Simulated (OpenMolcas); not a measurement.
## Mo⁺: input and output

Input:

```
&GATEWAY
Coord
1

Mo 0.0 0.0 0.0
Basis=ANO-R1
Group=XYZ
NoMove
AngMom=0.0 0.0 0.0
AMFI
&SEWARD
* reference wave functions (RASSCF and RASSI steps not shown): 5 electrons in 6 orbitals (4d 5s)
>>> COPY JOB001 $Project.JobIph
&CASPT2
XMultistate=6 1 2 3 4 5 6
Frozen=8 6
IPEA=0.6
Shift=0.4
MaxIter=60
WThr=0.0 0.3 0.05
PrWF=0.5
NoMix
>>> COPY JOB002 $Project.JobIph
&CASPT2
XMultistate=40 1 2 3 4 5 6 7 8 9 10 11 12 13 14 15 16 17 18 19 20 21 22
23 24 25 26 27 28 29 30 31 32 33 34 35 36 37 38 39 40
Frozen=8 6
IPEA=0.6
Shift=0.4
MaxIter=60
WThr=0.0 0.3 0.05
PrWF=0.5
NoMix
```

Launched by
```bash
OMP_NUM_THREADS=1 MOLCAS_MEM=2252 MOLCAS_PROJECT=a pymolcas a.inp > a.log  # once for each step of the input, in one work folder
```

Output, cut to the results:

```
--- CASPT2 ---
Orbital specifications:
      -----------------------

      Symmetry species                           1   2
                                                ag  au
      Frozen orbitals                            8   6
      Inactive orbitals                          1   3
      Active orbitals                            6   0
      Secondary orbitals                         6  10
      Deleted orbitals                           0   0
      Number of basis functions                 21  19
Type of calculation                        XMS-CASPT2
      Fock operator                              state-average
      IPEA shift                                 0.60
      Real shift                                 0.40
      Imaginary shift                            0.00
      The input orbitals will be transformed to quasi-canonical
      The input states will be rotated to diagonalize the Fock operator
Reference energy:       -4045.9900232095
      E2 (Non-variational):      -0.1961627001
      Shift correction:          -0.0198627074
      E2 (Variational):          -0.2160254075
      Total energy:           -4046.2060486170
      Residual norm:              0.0000000827
      Reference weight:           0.95269
      Contributions to the CASPT2 correlation energy
      Active & Virtual Only:         -0.0509621406
      One Inactive Excited:          -0.0922330096
      Two Inactive Excited:          -0.0529675499
Reference energy:       -4045.9406065524
      E2 (Non-variational):      -0.1919265608
      Shift correction:          -0.0187125624
      E2 (Variational):          -0.2106391232
      Total energy:           -4046.1512456757
      Residual norm:              0.0000001351
      Reference weight:           0.95531
      Contributions to the CASPT2 correlation energy
      Active & Virtual Only:         -0.0353569560
      One Inactive Excited:          -0.0906289861
      Two Inactive Excited:          -0.0659406186
::    XMS-CASPT2 Root  1     Total energy:  -4046.20604863
::    XMS-CASPT2 Root  2     Total energy:  -4046.15141313
::    XMS-CASPT2 Root  3     Total energy:  -4046.15128158
::    XMS-CASPT2 Root  4     Total energy:  -4046.15122370
::    XMS-CASPT2 Root  5     Total energy:  -4046.15117303
::    XMS-CASPT2 Root  6     Total energy:  -4046.15110695
--- CASPT2 ---
Orbital specifications:
      -----------------------

      Symmetry species                           1   2
                                                ag  au
      Frozen orbitals                            8   6
      Inactive orbitals                          1   3
      Active orbitals                            6   0
      Secondary orbitals                         6  10
      Deleted orbitals                           0   0
      Number of basis functions                 21  19
Type of calculation                        XMS-CASPT2
      Fock operator                              state-average
      IPEA shift                                 0.60
      Real shift                                 0.40
      Imaginary shift                            0.00
      The input orbitals will be transformed to quasi-canonical
      The input states will be rotated to diagonalize the Fock operator
Reference energy:       -4045.8958196729
      E2 (Non-variational):      -0.2013968095
      Shift correction:          -0.0212834647
      E2 (Variational):          -0.2226802742
      Total energy:           -4046.1184999472
      Residual norm:              0.0000004622
      Reference weight:           0.94948
      Contributions to the CASPT2 correlation energy
      Active & Virtual Only:         -0.0460134396
      One Inactive Excited:          -0.0890336352
      Two Inactive Excited:          -0.0663497348
Reference energy:       -4045.8958196729
      E2 (Non-variational):      -0.1976338016
      Shift correction:          -0.0204497414
      E2 (Variational):          -0.2180835430
      Total energy:           -4046.1139032159
      Residual norm:              0.0000004401
      Reference weight:           0.95136
      Contributions to the CASPT2 correlation energy
      Active & Virtual Only:         -0.0434402051
      One Inactive Excited:          -0.0887479977
      Two Inactive Excited:          -0.0654455987
::    XMS-CASPT2 Root  1     Total energy:  -4046.12454455
::    XMS-CASPT2 Root  2     Total energy:  -4046.12424703
::    XMS-CASPT2 Root  3     Total energy:  -4046.12374658
::    XMS-CASPT2 Root  4     Total energy:  -4046.12347423
::    XMS-CASPT2 Root  5     Total energy:  -4046.12306657
::    XMS-CASPT2 Root  6     Total energy:  -4046.12286866
::    XMS-CASPT2 Root  7     Total energy:  -4046.12250302
::    XMS-CASPT2 Root  8     Total energy:  -4046.12246173
::    XMS-CASPT2 Root  9     Total energy:  -4046.12185921
::    XMS-CASPT2 Root 10     Total energy:  -4046.12178829
::    XMS-CASPT2 Root 11     Total energy:  -4046.12148687
::    XMS-CASPT2 Root 12     Total energy:  -4046.12088275
::    XMS-CASPT2 Root 13     Total energy:  -4046.12067411
::    XMS-CASPT2 Root 14     Total energy:  -4046.12034143
::    XMS-CASPT2 Root 15     Total energy:  -4046.11517137
::    XMS-CASPT2 Root 16     Total energy:  -4046.11489180
::    XMS-CASPT2 Root 17     Total energy:  -4046.11488293
::    XMS-CASPT2 Root 18     Total energy:  -4046.08771782
::    XMS-CASPT2 Root 19     Total energy:  -4046.08724991
::    XMS-CASPT2 Root 20     Total energy:  -4046.08638106
::    XMS-CASPT2 Root 21     Total energy:  -4046.08616521
::    XMS-CASPT2 Root 22     Total energy:  -4046.08499826
::    XMS-CASPT2 Root 23     Total energy:  -4046.07479200
::    XMS-CASPT2 Root 24     Total energy:  -4046.07427057
::    XMS-CASPT2 Root 25     Total energy:  -4046.07361212
::    XMS-CASPT2 Root 26     Total energy:  -4046.07341595
::    XMS-CASPT2 Root 27     Total energy:  -4046.07319039
::    XMS-CASPT2 Root 28     Total energy:  -4046.07301868
...
```

In XMS-CASPT2 the single-state energies belong to rotated reference states; over a whole degenerate manifold the rotation is arbitrary, and only the multistate roots count.

Levels above the lowest, from the spin-orbit matrix with the multistate effective Hamiltonian, averaged by term, added to it:

| Configuration | Term | J | E (cm⁻¹) | Measured (cm⁻¹) | g | Term weight % | Second |
| --- | --- | --- | --- | --- | --- | --- | --- |
| 4d⁵ | ⁶S | 5/2 | 0.0 | 0.0 | 2.001 | 100 |  |
| 4d⁴ 5s | ⁶D | 1/2 | 11130 | 11783 | 3.335 | 99 |  |
| 4d⁴ 5s | ⁶D | 3/2 | 11340 | 12034 | 1.868 | 100 |  |
| 4d⁴ 5s | ⁶D | 5/2 | 11680 | 12417 | 1.658 | 100 |  |
| 4d⁴ 5s | ⁶D | 7/2 | 12140 | 12900 | 1.588 | 100 |  |
| 4d⁴ 5s | ⁶D | 9/2 | 12690 | 13461 | 1.556 | 100 |  |
| 4d⁴ 5s | ⁴D | 1/2 | 17900 |  | 0.112 | 94 | 4 4d⁵ ⁴P |
| 4d⁴ 5s | ⁴D | 3/2 | 17910 |  | 1.257 | 87 | 11 4d⁵ ⁴P |
| 4d⁴ 5s | ⁴D | 5/2 | 18130 |  | 1.399 | 84 | 12 4d⁵ ⁴P |
| 4d⁵ | ⁴G | 5/2 | 18370 | 15199 | 0.570 | 100 |  |
| 4d⁵ | ⁴G | 7/2 | 18380 | 15331 | 0.984 | 100 |  |
| 4d⁵ | ⁴G | 9/2 | 18400 | 15428 | 1.172 | 100 |  |
| 4d⁵ | ⁴G | 11/2 | 18430 | 15447 | 1.273 | 100 |  |
| 4d⁴ 5s | ⁴D | 7/2 | 18800 |  | 1.429 | 95 | 5 4d⁵ ⁴D |
| 4d⁵ | ⁴P | 1/2 | 19800 |  | 2.554 | 95 | 4 4d⁴ 5s ⁴D |
| 4d⁵ | ⁴P | 3/2 | 20150 |  | 1.674 | 88 | 11 4d⁴ 5s ⁴D |
| 4d⁵ | ⁴P | 5/2 | 20640 |  | 1.574 | 87 | 13 4d⁴ 5s ⁴D |

Against the 9 measured excited levels shown (NIST Handbook of Basic Atomic Spectroscopic Data) the mean absolute deviation is 1800 cm-1; the largest miss in energy is 4d⁵ ⁴G_5/2: computed 18370, measured 15199 cm⁻¹ (+20.8 %).

Term energies are means over components that CASPT2 splits; among the terms shown or strongly mixed into the levels shown the widest spread is 890 cm-1 (4d⁵ ⁴G). Some high roots are left out of the spin-orbit mixing, which shifts the levels that they would mix with. Terms from blocks run as CI alone lack orbitals of their own. Configurations are named by rounded mean occupations; where the s occupation lies near a half they are strongly mixed, a name can repeat and a true partner stay unpaired. A single d shell beside an s shell can misplace configurations of different d count against each other. The CASPT2 spread within a term exceeds the gap to the next term for 4d⁵ ⁴G and 4d⁴ 5s ⁴D, so the order of their levels is uncertain, and so are names and mixing where such terms share a J. Some terms miss by over 15 % even with CASPT2, which points to a basis or an active space too small for the shells correlated. Measured partners are found by configuration, term and J. A level has none where our copy of the source lacks it or the pairing is in doubt (some pairs that miss far off the trend of their configuration count as doubtful), and it then counts in no deviation. Levels of configurations outside the active space are missing. The first state left out of the spin-orbit step lies near 31000 cm-1 above the lowest spin-free state of the reference (among the parities and spins computed), and the list stops at four fifths of that energy or lower.

The CASPT2 steps took 7.3 s on 1 thread of Arm Neoverse V2, with other jobs on the host; the integral step is not counted.

The term weight is that of the spin-free term in the level, not the purity of its configuration.
